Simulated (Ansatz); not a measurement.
Computed with Ansatz on PBE0-D4/def2-TZVP structures; ΔE is electronic, products minus reactants. CCSD(T)/CBS is the MP2 limit (def2-TZVPP, def2-QZVPP) plus CCSD(T) − MP2 in def2-TZVPP, frozen cores. This one scheme is used for every species, atoms too. Functionals use def2-TZVPP. B3LYP here is the variant with VWN-RPA as its local correlation; programs differ in this. HSE06 is defined as in plane-wave codes. Open shells (•) are unrestricted, without spin–orbit coupling. Spin–orbit coupling would lower the free atoms: a little for C, S, Si. One conformer a species, not always the lowest.

`[SiH3]/C=C\S` → 2 C• + 6 H• + S• + Si•  (atomization)

What is ΔE at CCSD(T)/CBS? (Estimate.)

Ansatz gave: +36.15 eV.

What do these levels give: PBE0-D4, B3LYP-D4, HSE06-D4, BHLYP-D4, PBE-QIDH, B3LYP, r2SCANh, r2SCAN0, CAM-B3LYP, HF/def2-SVP, CCSD/def2-SVP, MP2/def2-TZVPP? (Estimate.)

The calculation gave: PBE0-D4 36.23, B3LYP-D4 36.20, HSE06-D4 36.25, BHLYP-D4 35.33, PBE-QIDH 35.92, B3LYP 35.81, r2SCANh 36.05, r2SCAN0 35.77, CAM-B3LYP 36.01, HF/def2-SVP 26.64, CCSD/def2-SVP 33.68, MP2/def2-TZVPP 35.50 eV.

Largest T1 diagnostic among the species: 0.013.

At CCSD(T), def2-SVP lies −2.06 eV from the extrapolated value and def2-TZVPP −0.93 eV: correlation converges slowly with the basis, and small sets miss more of it in the bonded molecule than in its fragments. From r2SCAN to r2SCAN0 (25 % exact exchange), in def2-TZVPP and without D4, ΔE moves by −0.47 eV: exact exchange takes away binding that semilocal exchange gives to molecules. The D4 term adds +0.38 eV with B3LYP and +0.20 eV with PBE0; it sums over pairs of atoms, weighted by their polarisabilities, and B3LYP, whose exchange is more repulsive, gets the larger term.

For atomizations the MP2-based limit and the directly extrapolated one differ by several kJ/mol either way, and by 10 to 25 for some Ge, Se and Sn compounds, so smaller differences from it don't rank the levels.
